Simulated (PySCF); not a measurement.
PySCF input (BP86/6-31G* (5d)):

```python
from pyscf import gto, dft

mol = gto.M(
    atom='''
    B    -0.00000000   -0.00000000   -0.61304571
    N     0.00000000    0.00000000    0.69245456
    H    -0.00000000   -0.00000000   -1.78195339
    ''',
    basis='6-31g*',
    charge=0,
    spin=1,
    symmetry='C2v',
    verbose=4,
)

mf = dft.UKS(mol, xc='bp86')
mf.grids.level = 3
mf.conv_tol = 1e-9
mf.max_cycle = 100
mf.max_memory = 1500
mf.kernel()
if not mf.converged:
    mf = mf.newton()
    mf.kernel(mf.make_rdm1())
mf.dip_moment()
```

From the last part of the output:

```
alpha HOMO (B1) = -0.272401641655228  LUMO (B2) = -0.049501717636208
beta  HOMO (B1) = -0.25943547098669  LUMO (B2) = -0.238743857739337
  HOMO = -0.259435470987  LUMO = -0.238743857739  gap/eV = 0.56305
cycle= 4 E= -80.0799687828436  delta_E= -0.000401  |g|= 0.0089  |ddm|= 0.039
alpha HOMO (B1) = -0.270373671804151  LUMO (B2) = -0.0473972742590779
beta  HOMO (B1) = -0.2572104651508  LUMO (B2) = -0.235796587600603
  HOMO = -0.257210465151  LUMO = -0.235796587601  gap/eV = 0.58270
cycle= 5 E= -80.0800233296346  delta_E= -5.45e-05  |g|= 0.000983  |ddm|= 0.0103
alpha HOMO (B1) = -0.270502879255297  LUMO (B2) = -0.0473300469379896
beta  HOMO (B1) = -0.257200328331757  LUMO (B2) = -0.235698575882555
  HOMO = -0.257200328332  LUMO = -0.235698575883  gap/eV = 0.58509
cycle= 6 E= -80.080024512533  delta_E= -1.18e-06  |g|= 0.000434  |ddm|= 0.00184
alpha HOMO (B1) = -0.270512373325867  LUMO (B2) = -0.0473482728639701
beta  HOMO (B1) = -0.257135387136237  LUMO (B2) = -0.235660929356614
  HOMO = -0.257135387136  LUMO = -0.235660929357  gap/eV = 0.58435
cycle= 7 E= -80.0800247939591  delta_E= -2.81e-07  |g|= 0.000105  |ddm|= 0.000927
alpha HOMO (B1) = -0.270536684409759  LUMO (B2) = -0.0473343872078099
beta  HOMO (B1) = -0.257124312477216  LUMO (B2) = -0.235663412257535
  HOMO = -0.257124312477  LUMO = -0.235663412258  gap/eV = 0.58398
cycle= 8 E= -80.0800248234939  delta_E= -2.95e-08  |g|= 1.69e-05  |ddm|= 0.000385
alpha HOMO (B1) = -0.270537096815563  LUMO (B2) = -0.047331501110452
beta  HOMO (B1) = -0.257121904340464  LUMO (B2) = -0.235662390527905
  HOMO = -0.25712190434  LUMO = -0.235662390528  gap/eV = 0.58394
cycle= 9 E= -80.0800248239847  delta_E= -4.91e-10  |g|= 3.43e-06  |ddm|= 4.76e-05
alpha HOMO (B1) = -0.270538065889388  LUMO (B2) = -0.0473318149700327
beta  HOMO (B1) = -0.25712282265671  LUMO (B2) = -0.235663240804036
  HOMO = -0.257122822657  LUMO = -0.235663240804  gap/eV = 0.58394
Extra cycle  E= -80.0800248239894  delta_E= -4.7e-12  |g|= 4.81e-06  |ddm|= 9.4e-06
converged SCF energy = -80.0800248239894  <S^2> = 0.75201473  2S+1 = 2.0020137
Dipole moment(X, Y, Z, Debye):  0.00000,  0.00000, -2.35174
```
